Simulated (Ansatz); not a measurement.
Reaction (redistribution): `C=C[SiH2]C=N` + `F[SiH](F)S[SiH3]` → `C=C[SiH2]S[SiH](F)F` + `N=C[SiH3]`

Calculated with Ansatz (gas phase, PBE0-D4/def2-TZVP geometries, no zero-point term in ΔE). CCSD(T)/CBS is the MP2 limit (def2-TZVPP, def2-QZVPP) plus CCSD(T) − MP2 in def2-TZVPP, frozen cores. DFT in def2-TZVPP. B3LYP here is the variant with VWN-RPA as its local correlation; programs differ in this. One conformer a species, not always the lowest.

| level | ΔE (kJ/mol) |
| --- | --- |
| PBE0-D4 | -8.5 |
| B3LYP-D4 | -9.5 |
| ωB97X-V | -7.0 |
| PBE | -5.3 |
| B3LYP | -4.0 |
| MP2/def2-TZVPP | -8.0 |
| SCS-MP2/def2-QZVPP | -6.7 |
| HF/CBS(def2) | -2.4 |

**Question.** What does CCSD(T)/CBS give? (Best estimate.)

**Answer.** Computed: -7.0 kJ/mol. The listed levels differ from it by -1.5, -2.5, 0.0, 1.7, 3.0, -1.0, 0.3, 4.6 kJ/mol.

Largest T1 diagnostic among the species: 0.012.

The D4 term adds −5.5 kJ/mol with B3LYP and −3.4 kJ/mol with PBE0; it sums over pairs of atoms, weighted by their polarisabilities, and B3LYP, whose exchange is more repulsive, gets the larger term. In def2-TZVPP, CCSD(T) changes the Hartree–Fock value by −4.2 kJ/mol (the triples alone add −1.0 kJ/mol) and MP2 by −5.4 kJ/mol.
